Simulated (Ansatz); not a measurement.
A run for Ansatz (an electronic-structure program): R-RI-MP2/aug-cc-pV(T+d)Z on C2H6ClF (a complex), monomers drawn apart or pushed together. Files ending in .json are basis or fitting sets from the Basis Set Exchange.

Ansatz 0.2 input:
```yaml
crystal:
  periodic: [false, false, false]
  atoms:
    - {symbol: C, position_ang: [-0.57559827, -0.12754551, -0.26769567]}
    - {symbol: F, position_ang: [0.33471154, -1.13373242, 0.06467299]}
    - {symbol: H, position_ang: [-1.44611109, -0.59052219, -0.73301743]}
    - {symbol: H, position_ang: [-0.86134994, 0.39414884, 0.64465849]}
    - {symbol: H, position_ang: [-0.09280936, 0.55699677, -0.96554066]}
    - {symbol: C, position_ang: [0.70321079, -0.73916456, 4.32719716]}
    - {symbol: Cl, position_ang: [-0.45099918, 0.63798056, 4.43974288]}
    - {symbol: H, position_ang: [0.77800996, -1.03063118, 3.28499086]}
    - {symbol: H, position_ang: [1.66274363, -0.40336055, 4.70815233]}
    - {symbol: H, position_ang: [0.31414124, -1.55197489, 4.93263297]}
basis:
  gaussian:
    orbitals: aug-cc-pV_T+d_Z.json
    fitting: {mean_field: def2-universal-JKFIT, correlation: aug-cc-pVTZ-RIFIT.json}
magnetization: {spin_polarized: false}
correlation: {method: mp2, electrons: outside_noble_gas}
scf: {lower_state_search: off}
```

Program output:

```
WARN ansatz: RAYON_NUM_THREADS=1 ignored (pool sized by the plan → 1); use --threads N
Functional definition: HF
these checks for a lower state are left out or cut short: stability, starts, cluster_reference, orbital_swaps, neighbouring_geometries, increment
integrals: 0.41 GiB planned
463 factors; integrals over basis functions are off by at most 1.4e0 eV
mean field: 0.64 GiB planned
mean field evaluation 1: about -17365.9381 eV, gradient 2.7e1 eV
mean field evaluation 2: about -17367.3754 eV, gradient 1.2e1 eV
mean field evaluation 4: about -17367.6144 eV, gradient 6.2e-1 eV
mean field -17367.61628852 eV, -638.2481264098 hartree, gradient 1.6e-6 eV, S^2 0.000000; 0 other end points of the search recorded, 0 dependent functions left out
8 core orbitals not correlated
741 factors; their error is unknown
reference -17367.61628852 eV, -638.2481264098 hartree; 14, 14 occupied and 309, 309 virtual orbitals, 741 factors
second order -22.47676548 eV of doubles, -0.00000000 eV of singles
Total energy: -17390.09305399 eV, -639.0741323058 hartree
Checks for a lower state left out: stability, starts, cluster_reference, orbital_swaps, neighbouring_geometries, increment
```

Self-consistency was reached.

Cost: roughly 2.5 core-seconds.
